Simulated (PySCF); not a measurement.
Correlation energy of Cr⁻ (chromium, charge -1)

[Ar] 3d5 4s2, high-spin 6S determinant. Computed with PySCF 2.14 in x2c-TZVPPall with one added diffuse shell each of s, p, d, f type (7s6p5d3f1g, 80 functions), with scalar relativity by spin-free X2C-1e. Frozen: [Ne]; 15 electrons correlated.

MP2 pair energies summed by pair of shells (mhartree):

| pair | energy | share (%) |
| --- | --- | --- |
| 3p-3d | -166.07 | 38.5 |
| 3p-3p | -83.63 | 19.4 |
| 3d-3d | -79.20 | 18.3 |
| 3s-3p | -32.39 | 7.5 |
| 3s-3d | -26.30 | 6.1 |
| 3d-4s | -19.17 | 4.4 |
| 4s-4s | -11.11 | 2.6 |
| 3p-4s | -8.70 | 2.0 |
| 3s-3s | -4.70 | 1.1 |
| 3s-4s | -0.56 | 0.1 |

Total MP2 correlation energy: -431.82 mhartree.

Same-spin part -174.37 and opposite-spin part -257.45 mhartree; SCS-MP2 scales them by 1/3 and 6/5 to -367.06 mhartree.

The Hartree-Fock reference does not bind the outermost electron (its level is positive or very diffuse), so these energies belong to a reference that the basis holds together.

This basis was not built for core-valence correlation, so the inner-shell part is incomplete.
